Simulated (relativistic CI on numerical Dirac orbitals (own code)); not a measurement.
## In43+: computed level list

Method of calculation: Dirac-Coulomb-Breit CI, separate exchange-only KLI orbitals for each configuration, QED by a radiative potential, unscaled Slater integrals (own radial code, finite nucleus).

CI space (outside the closed core 1s2): 2s²2p², 2s2p³, 2p⁴, 2p³3s, 2p³3p, 2p³3d, 2s²2p3s, 2s²2p3p, 2s²2p3d, 2s2p²3s, 2s2p²3p, 2s2p²3d, 2s²2p4s, 2s²2p4p, 2s²2p4d, 2s²2p4f. Levels of other configurations are missing.

The lowest level is 2s²2p² ³P0, with 72 % of that term; Hund's rules for 2s²2p² give ³P with J = 0, in agreement.

| No. | Configuration | Term | J | E (eV) | % | Next component (%) | jj configuration (%) |
| --- | --- | --- | --- | --- | --- | --- | --- |
| 1 | 2s²2p² | ³P | 0 | 0.00 | 72 | 28 ¹S | 2p1/2^2 (99) |
| 2 | 2s²2p² | ³P | 1 | 212.72 | 100 |  | 2p1/2 2p3/2 (100) |
| 3 | 2s²2p² | ¹D | 2 | 227.36 | 61 | 39 ³P | 2p1/2 2p3/2 (99) |
| 4 | 2s2p³(2P°) | ³P° | 2 | 373.29 | 42 | 40 ⁵S° | 2s 2p3/2 (96) |
| 5 | 2s2p³(2D°) | ³D° | 1 | 429.40 | 39 | 23 ¹P° | 2s 2p3/2 (97) |
| 6 | 2s²2p² | ³P | 2 | 450.80 | 60 | 38 ¹D | 2p3/2^2 (99) |
| 7 | 2s²2p² | ¹S | 0 | 486.42 | 71 | 28 ³P | 2p3/2^2 (98) |
| 8 | 2s2p³(2D°) | ³D° | 2 | 574.82 | 50 | 44 ⁵S° | 2s 2p1/2 2p3/2^2 (96) |
| 9 | 2s2p³(2D°) | ³D° | 3 | 606.43 | 100 |  | 2s 2p1/2 2p3/2^2 (100) |
| 10 | 2s2p³(2P°) | ³P° | 0 | 638.84 | 100 |  | 2s 2p1/2 2p3/2^2 (100) |
| 11 | 2s2p³(4S°) | ³S° | 1 | 651.70 | 38 | 38 ³D° | 2s 2p1/2 2p3/2^2 (98) |
| 12 | 2s2p³(2D°) | ¹D° | 2 | 662.08 | 70 | 22 ³D° | 2s 2p1/2 2p3/2^2 (96) |
| 13 | 2s2p³(2P°) | ³P° | 1 | 666.18 | 46 | 31 ¹P° | 2s 2p1/2 2p3/2^2 (97) |
| 14 | 2p⁴ | ³P | 2 | 838.27 | 71 | 28 ¹D | 2p3/2^2 (99) |
| 15 | 2s2p³(2P°) | ³P° | 2 | 854.04 | 51 | 22 ¹D° | 2s 2p3/2^3 (96) |
| 16 | 2p⁴ | ¹S | 0 | 877.78 | 58 | 41 ³P | 2p3/2^2 (98) |
| 17 | 2s2p³(2P°) | ¹P° | 1 | 905.16 | 44 | 27 ³S° | 2s 2p3/2^3 (97) |
| 18 | 2p⁴ | ³P | 1 | 1059.10 | 100 |  | 2p1/2 2p3/2^3 (100) |
| 19 | 2p⁴ | ¹D | 2 | 1074.91 | 71 | 28 ³P | 2p1/2 2p3/2^3 (99) |
| 20 | 2p⁴ | ³P | 0 | 1316.07 | 59 | 41 ¹S | 2p3/2^4 (99) |
| 21 | 2s²2p3s | ³P° | 0 | 4044.30 | 99 | 1 2s2p²3p ³P° | 2p1/2 3s (99) |
| 22 | 2s²2p3s | ³P° | 1 | 4046.90 | 68 | 31 ¹P° | 2p1/2 3s (99) |
| 23 | 2s²2p3p | ³D | 1 | 4094.11 | 73 | 23 ¹P | 2p1/2 3p1/2 (99) |
| 24 | 2s²2p3p | ³P | 0 | 4120.07 | 69 | 29 ¹S | 2p1/2 3p1/2 (98) |
| 25 | 2s²2p3p | ³P | 1 | 4164.50 | 37 | 24 ³S | 2p1/2 3p3/2 (80) |
| 26 | 2s²2p3p | ³D | 2 | 4171.57 | 56 | 28 ¹D | 2p1/2 3p3/2 (99) |
| 27 | 2s2p²(3P)<4P>3s | ⁵P | 1 | 4195.21 | 46 | 20 ³S | 2s 2p1/2^2 3s (76) |
| 28 | 2s2p²(3P)<4P>3s | ³P | 0 | 4211.43 | 73 | 26 ¹S | 2s 2p1/2^2 3s (95) |
| 29 | 2s²2p3d | ³F° | 2 | 4213.31 | 74 | 20 ¹D° | 2p1/2 3d3/2 (99) |
| 30 | 2s²2p3d | ³D° | 1 | 4228.09 | 43 | 25 ¹P° | 2p1/2 3d3/2 (82) |
| 31 | 2s²2p3d | ³P° | 2 | 4240.71 | 46 | 34 ³D° | 2p1/2 3d5/2 (97) |
| 32 | 2s2p²(3P)<4P>3p | ⁵D° | 0 | 4241.97 | 54 | 42 ³P° | 2s 2p1/2^2 3p1/2 (96) |
| 33 | 2s²2p3d | ³F° | 3 | 4243.65 | 50 | 28 ¹F° | 2p1/2 3d5/2 (99) |
| 34 | 2s2p²(1S)<2S>3p | ³P° | 1 | 4245.64 | 26 | 25 ⁵D° | 2s 2p1/2^2 3p1/2 (78) |
| 35 | 2s²2p3s | ³P° | 2 | 4278.00 | 96 | 1 2p³3s ³P° | 2p3/2 3s (96) |
| 36 | 2s²2p3s | ¹P° | 1 | 4283.27 | 66 | 31 ³P° | 2p3/2 3s (97) |
| 37 | 2s2p²(1S)<2S>3p | ³P° | 2 | 4315.99 | 27 | 25 ⁵P° | 2s 2p1/2^2 3p3/2 (94) |
| 38 | 2s2p²(3P)<4P>3p | ³D° | 1 | 4320.57 | 38 | 22 ³P° | 2s 2p1/2^2 3p3/2 (95) |
| 39 | 2s²2p3p | ³P | 1 | 4336.89 | 51 | 23 ³S | 2p3/2 3p1/2 (95) |
| 40 | 2s²2p3p | ³D | 2 | 4339.61 | 42 | 32 ¹D | 2p3/2 3p1/2 (95) |
| 41 | 2s2p²(3P)<4P>3d | ⁵F | 1 | 4356.81 | 46 | 37 ³D | 2s 2p1/2^2 3d3/2 (96) |
| 42 | 2s2p²(1S)<2S>3d | ³D | 2 | 4360.64 | 28 | 26 ⁵F | 2s 2p1/2^2 3d3/2 (87) |
| 43 | 2s2p²(3P)<4P>3s | ⁵P | 2 | 4378.49 | 85 | 7 ³P | 2s 2p1/2 2p3/2 3s (95) |
| 44 | 2s2p²(1S)<2S>3d | ³D | 3 | 4382.36 | 28 | 22 ⁵D | 2s 2p1/2^2 3d5/2 (93) |
| 45 | 2s²2p3p | ³D | 3 | 4389.70 | 77 | 13 2s2p²3s ³D | 2p3/2 3p3/2 (77) |

Energies count from the lowest computed level; ° marks odd parity. Percentages are summed over parent terms; the parents shown are those of the largest component, closed shells are left out there, and <> holds an intermediate term. Filled j subshells are mostly left out of the jj labels.

The mean weight of the leading LS term, summed over parents, in these 45 levels is 60 %, and that of the leading jj configuration (from the same eigenvectors) 95 %, so jj coupling describes them better and the LS labels are nominal.

At this charge energies of transitions that change n are usually good to better than 1 %, and those within a shell (Δn = 0) to a few per cent.

LS names give the leading component of a level, which can be under half, so a name can repeat, a term be missing and a line seem to break the LS rules.
